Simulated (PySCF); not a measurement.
A side-by-side comparison of computed properties.

First species: C7H9NOSi.
Geometry (GFN2-xTB, Å), atoms numbered from 1 in this order:
```xyz
19
C7H9NOSi angstrom
C      2.906    0.765    1.535
C      2.343   -0.216    1.142
C      1.647   -1.376    0.643
Si     1.065   -1.120   -1.165
C      0.109    0.495   -1.266
C     -0.980    0.703   -0.510
C     -1.667    1.942   -0.583
N     -2.199    2.956   -0.667
O     -1.433   -0.272    0.325
C     -2.568    0.027    1.105
H      3.406    1.613    1.896
H      2.307   -2.243    0.705
H      0.784   -1.571    1.282
H      0.210   -2.250   -1.545
H      2.222   -1.002   -2.059
H      0.425    1.295   -1.915
H     -2.778   -0.870    1.685
H     -3.434    0.270    0.481
H     -2.376    0.864    1.785
```

Second species: C₅H₁₁FN₂Si₂.
Atom-mapped SMILES: `[N:1]#[C:2][CH2:3][C:4]1([Si@H:5]([F:6])[NH:7][SiH3:8])[CH2:9][CH2:10]1` (hydrogens: H11, H12 on C3; H13 on Si5; H14 on N7; H15, H16, H17 on Si8; H18, H19 on C9; H20, H21 on C10)

Levels: PBE0/pcSseg-1 for dipole moment, HOMO energy, LUMO energy and HOMO–LUMO gap; GFN2-xTB for rotational constant A and rotational constant C. Geometries: GFN2-xTB. All species are isolated and taken at one optimised geometry, non-relativistic unless stated; the electronic structure was computed with PySCF and density fitting.

The conformers computed, where there is a choice (atom-mapped SMILES and torsion angles):
- `[CH:1]#[C:2][CH2:3][SiH2:4]/[CH:5]=[C:6](/[C:7]#[N:8])[O:9][CH3:10]`: C2–C3–Si4–C5 -52°, C3–Si4–C5–C6 -58°, C5–C6–O9–C10 179°
- `[N:1]#[C:2][CH2:3][C:4]1([Si@H:5]([F:6])[NH:7][SiH3:8])[CH2:9][CH2:10]1`: C2–C3–C4–Si5 -61°, C3–C4–Si5–F6 -168°, C4–Si5–N7–Si8 159°

Values for the first species:

| Quantity | Value |
| --- | --- |
| Dipole moment | 2.72 D |
| HOMO energy | -7.32 eV |
| LUMO energy | -1.71 eV |
| HOMO–LUMO gap | 5.61 eV |
| Rotational constant A | 1.591 GHz |
| Rotational constant C | 0.653 GHz |

(1) Estimate the same properties for the second species, and the change in each.

Results:

(1) 
```
             property      first     second  second less first
        dipole moment     2.72 D     2.80 D            +0.08 D
          HOMO energy   -7.32 eV   -7.64 eV           -0.32 eV
          LUMO energy   -1.71 eV    0.15 eV           +1.86 eV
        HOMO–LUMO gap    5.61 eV    7.79 eV           +2.18 eV
rotational constant A  1.591 GHz  1.254 GHz         -0.337 GHz
rotational constant C  0.653 GHz  0.532 GHz         -0.121 GHz
```

On the first: The dipole equals about 9.1 × 10⁻³⁰ C·m (1 D = 3.33564 × 10⁻³⁰ C·m).

On the second: The dipole equals about 9.4 × 10⁻³⁰ C·m (1 D = 3.33564 × 10⁻³⁰ C·m).
